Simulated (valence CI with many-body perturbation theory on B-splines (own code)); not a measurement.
# E1 transitions of Cu14+

Method: valence CI with perturbative core correlation (CI+MBPT): five valence electrons over a frozen Dirac-Fock core [Ne], a basis of 11 s, 11 p, 10 d, 8 f, 5 g, 2 h functions for each j, with the one-electron correlation potential Σ1 (screened to all orders), the two-electron term Σ2, the three-electron term Σ3, Breit, model QED; selected single and double excitations, second order for the rest, scaled by the run's own slope (own B-spline code, finite nucleus).

No measured spectrum was set against this ion. As an estimate, levels of excited configurations hold to 0.05 to 0.15 % of their energy, terms of the ground configuration to about 0.5 %. Among the levels kept, up to 3300 cm⁻¹ of a level comes from second order outside the variational space, and about a tenth of that is noise between levels of different J, which matters for small intervals.

Lines 1 to 50 of 568 in falling wavelength, among levels below 162.10 eV, chosen from the strongest by gf and those to the six lowest levels. Wavelengths and rates use the calculated energies, so an error of 300 cm⁻¹ moves a line at 47.29 nm by 0.14 % and its rate by three times that or more. Electric multipoles are in the length gauge, E1 and E2 with the static RPA response of the core. Weak lines are less certain than strong ones. Lines between different terms over intervals too small for the method are left out, as are lines whose strength nearly cancels. Where a level lies close to another of its J and parity, the split of strength between their lines is uncertain. The highest levels of a list are the least certain.

Names give the largest LS component (configuration and term), which can be under half, so a name can repeat, a term be missing and a line seem to break the LS rules; names also repeat where a configuration has a term twice. Letters in brackets count levels of one name in rising energy.

```tsv
λ vac (nm)	Upper	Lower	A (s⁻¹)	S (a.u.) with core polarisation	S without
47.29	3p⁴3d ⁴D_7/2	3s3p³3d ⁴D°_7/2 [d]	3.34e+08	1.40e-01	1.45e-01
40.82	3p⁴3d ⁴F_9/2	3s3p³3d ⁴D°_7/2 [d]	9.34e+08	3.13e-01	3.24e-01
40.15	3s3p⁴ ⁴P_3/2	3s²3p³ ²P°_3/2	2.89e+07	3.69e-03	3.82e-03
39.22	3p⁴3d ⁴F_7/2	3s3p³3d ⁴D°_5/2 [d]	6.58e+08	1.57e-01	1.62e-01
36.92	3s3p⁴ ⁴P_1/2	3s²3p³ ²P°_1/2	3.87e+07	1.92e-03	1.99e-03
36.65	3p⁴3d ⁴F_9/2	3s3p³3d ²G°_9/2 [b]	4.80e+08	1.17e-01	1.21e-01
35.71	3s3p⁴ ⁴P_5/2	3s²3p³ ²D°_5/2	6.38e+07	8.61e-03	8.91e-03
34.50	3s3p⁴ ⁴P_5/2	3s²3p³ ²D°_3/2	6.30e+07	7.66e-03	7.93e-03
34.01	3p⁴3d ⁴F_7/2	3s3p³3d ²G°_7/2 [b]	1.01e+09	1.57e-01	1.63e-01
33.61	3s3p⁴ ⁴P_3/2	3s²3p³ ²D°_5/2	1.69e+07	1.27e-03	1.31e-03
32.90	3p⁵ ²P°_3/2	3s²3p²3d ²P_3/2 [a]	2.87e+09	2.02e-01	2.09e-01
32.00	3p⁴3d ²P_3/2	3s3p³3d ²D°_5/2 [a]	1.82e+09	1.18e-01	1.22e-01
31.98	3s3p⁴ ²D_3/2	3s²3p³ ²P°_3/2	5.54e+07	3.57e-03	3.69e-03
31.51	3s3p³3d ⁴F°_9/2 [a]	3s²3p²3d ⁴F_9/2	1.04e+09	1.61e-01	1.66e-01
31.49	3s3p⁴ ²D_5/2	3s²3p³ ²P°_3/2	7.93e+08	7.33e-02	7.59e-02
31.00	3s3p³3d ⁴F°_7/2 [a]	3s²3p²3d ⁴F_7/2	9.23e+08	1.09e-01	1.12e-01
30.52	3s3p⁴ ²D_3/2	3s²3p³ ²P°_1/2	3.39e+08	1.90e-02	1.97e-02
30.43	3p⁴3d ²D_3/2	3s3p³3d ⁴P°_5/2 [c]	1.79e+09	9.95e-02	1.03e-01
29.68	3p⁴3d ⁴F_9/2	3s3p³3d ⁴F°_9/2 [b]	1.84e+09	2.38e-01	2.46e-01
29.58	3s3p⁴ ⁴P_5/2	3s²3p³ ⁴S°_3/2	2.21e+09	1.69e-01	1.75e-01
29.51	3p⁴3d ⁴F_9/2	3s3p³3d ⁴F°_7/2 [b]	7.67e+08	9.73e-02	1.01e-01
29.02	3p⁴3d ⁴F_7/2	3s3p³3d ⁴D°_7/2 [b]	1.31e+09	1.27e-01	1.31e-01
28.74	3s3p³3d ⁴P°_3/2 [c]	3s²3p²3d ⁴P_5/2	2.51e+09	1.18e-01	1.21e-01
28.13	3s3p³3d ⁴G°_11/2	3s²3p²3d ⁴F_9/2	4.76e+09	6.27e-01	6.48e-01
28.12	3s3p⁴ ⁴P_3/2	3s²3p³ ⁴S°_3/2	2.60e+09	1.14e-01	1.18e-01
27.94	3p⁵ ²P°_3/2	3s3p⁴ ²D_5/2	5.34e+09	2.30e-01	2.38e-01
27.60	3s3p⁴ ⁴P_1/2	3s²3p³ ⁴S°_3/2	2.81e+09	5.82e-02	6.02e-02
27.52	3s3p³3d ²F°_7/2 [c]	3s²3p²3d ²F_7/2 [b]	1.37e+09	1.12e-01	1.16e-01
27.51	3s3p³3d ⁴G°_9/2	3s²3p²3d ⁴F_7/2	5.01e+09	5.15e-01	5.32e-01
27.32	3s3p⁴ ²D_5/2	3s²3p³ ²D°_5/2	3.86e+09	2.33e-01	2.41e-01
27.26	3s3p³3d ²F°_7/2 [d]	3s²3p²3d ²D_5/2 [c]	9.83e+08	7.86e-02	8.13e-02
27.21	3s3p³3d ⁴D°_7/2 [c]	3s²3p²3d ⁴P_5/2	9.72e+08	7.73e-02	7.97e-02
26.95	3s3p⁴ ²D_3/2	3s²3p³ ²D°_3/2	5.06e+09	1.96e-01	2.02e-01
26.93	3s3p³3d ⁴G°_7/2	3s²3p²3d ⁴F_5/2	5.01e+09	3.87e-01	3.99e-01
26.92	3s²3p²3d ²P_3/2 [a]	3s²3p³ ²P°_3/2	7.15e+08	2.75e-02	2.85e-02
26.57	3s3p³3d ⁴G°_5/2	3s²3p²3d ⁴F_3/2	5.05e+09	2.80e-01	2.89e-01
26.50	3s3p³3d ²D°_5/2 [a]	3s²3p²3d ²P_3/2 [b]	1.72e+09	9.46e-02	9.78e-02
26.22	3s3p³3d ²G°_9/2 [a]	3s²3p²3d ²F_7/2 [a]	2.57e+09	2.28e-01	2.36e-01
26.17	3s3p³3d ⁴F°_9/2 [b]	3s²3p²3d ⁴D_7/2	3.08e+09	2.72e-01	2.81e-01
25.88	3s²3p²3d ²P_3/2 [a]	3s²3p³ ²P°_1/2	5.71e+08	1.95e-02	2.02e-02
25.72	3s3p³3d ²G°_7/2 [a]	3s²3p²3d ²F_5/2 [a]	2.26e+09	1.52e-01	1.57e-01
25.70	3p⁵ ²P°_1/2	3s3p⁴ ²D_3/2	4.68e+09	7.84e-02	8.11e-02
25.58	3p⁴3d ⁴F_9/2	3s3p³3d ⁴G°_11/2	6.29e+09	5.20e-01	5.37e-01
25.52	3s3p⁴ ²S_1/2 [a]	3s²3p³ ²P°_1/2	4.83e+09	7.92e-02	8.20e-02
25.38	3s3p³3d ²P°_3/2 [a]	3s²3p²3d ²P_3/2 [b]	2.92e+09	9.44e-02	9.75e-02
25.33	3p⁴3d ⁴F_9/2	3s3p³3d ⁴G°_9/2	1.38e+09	1.10e-01	1.14e-01
25.28	3p⁴3d ⁴D_7/2	3s3p³3d ⁴F°_9/2 [a]	9.02e+09	5.76e-01	5.95e-01
25.28	3s3p³3d ²F°_5/2 [d]	3s²3p²3d ²P_3/2 [c]	1.61e+09	7.68e-02	7.94e-02
25.23	3s3p³3d ²D°_5/2 [c]	3s²3p²3d ²F_5/2 [b]	1.96e+09	9.34e-02	9.64e-02
25.16	3s3p³3d ⁴F°_7/2 [b]	3s²3p²3d ⁴D_5/2	4.27e+09	2.68e-01	2.77e-01
```
